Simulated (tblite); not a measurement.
C₇H₁₄O₂P (charge -1).
Atom-mapped SMILES: `[CH2:1]=[CH:2][CH2:3][P@:4](=[O:5])([O-:6])[C:7]([CH3:8])([CH3:9])[CH3:10]` (hydrogens: H11, H12 on C1; H13 on C2; H14, H15 on C3; H16, H17, H18 on C8; H19, H20, H21 on C9; H22, H23, H24 on C10)

Geometry (GFN2-xTB, Å), atoms numbered from 1 in this order:
```xyz
24
C7H14O2P angstrom
C      2.9167    0.1845   -0.9071
C      2.3500   -0.0357    0.2709
C      1.4896   -1.1779    0.6026
P     -0.1897   -0.7215    1.3563
O      0.0410    0.2098    2.4962
O     -0.8965   -2.0104    1.6035
C     -1.0731    0.2043   -0.0346
C     -1.0855   -0.6161   -1.3131
C     -2.4852    0.3499    0.5146
C     -0.4610    1.5770   -0.2531
H      3.5122    1.0629   -1.1060
H      2.7920   -0.4980   -1.7351
H      2.4887    0.6704    1.0803
H      1.9046   -1.7320    1.4525
H      1.3628   -1.8669   -0.2326
H     -0.1022   -0.6166   -1.7806
H     -1.3588   -1.6425   -1.0758
H     -1.8081   -0.2152   -2.0294
H     -3.1326    0.9177   -0.1604
H     -2.9132   -0.6370    0.6785
H     -2.4396    0.8564    1.4779
H     -0.3365    2.0664    0.7104
H      0.5167    1.4942   -0.7230
H     -1.1041    2.1962   -0.8854
```

Structure optimised with GFN2-xTB, isolated species.

Masses are those of the commonest isotopes; rigid-rotor values at the optimised geometry. The values belong to one conformer with, in the numbering `[CH2:1]=[CH:2][CH2:3][P@:4](=[O:5])([O-:6])[C:7]([CH3:8])([CH3:9])[CH3:10]`, C1–C2–C3–P4 -127°, C2–C3–P4–O5 -51°.

Q: What are A, B and C (GHz)?

A: Ia = 346.02, Ib = 503.30, Ic = 617.21 u·Å²; 505379 MHz·u·Å²/I gives 1461, 1004 and 818.8 MHz, that is A = 1.4605, B = 1.0041, C = 0.8188 GHz.

Q: Classify the top.

A: An asymmetric top. Ray's parameter κ = (2B − A − C)/(A − C) = -0.422; −1 is the prolate and +1 the oblate limit.

Q: Is it planar, by Δ = Ic − Ia − Ib?

A: Not planar: Δ = Ic − Ia − Ib = -232.11 u·Å². For a rigid frame Δ = −2 Σ m c², so Σ m c² = 116.06 u·Å² lies off the ab plane: 23.91 from hydrogen and 92.14 from heavier atoms. The atom farthest from that plane is 2.14 Å away.

Q: Where do the levels up to J = 2 lie, in cm⁻¹?

A: Above 0(0,0):
J = 1: 1(0,1) 0.0608, 1(1,1) 0.0760, 1(1,0) 0.0822
J = 2: 2(0,2) 0.1809, 2(1,2) 0.1915, 2(1,1) 0.2100, 2(2,1) 0.2557, 2(2,0) 0.2572

Q: Estimate the classical rotational partition function at 25 K, 100 K and 500 K.

A: Point group C1, symmetry number σ = 1; q = (√π/σ)·√((kT/h)³/(ABC)), k/h = 20836.6 MHz/K: 19200 at 25 K, 154000 at 100 K, 1720000 at 500 K.

Its GFN2-xTB frequencies are all real (lowest 37 cm⁻¹). These are rigid-rotor constants of the computed structure; measured ground-state constants (B0) also hold zero-point vibration.
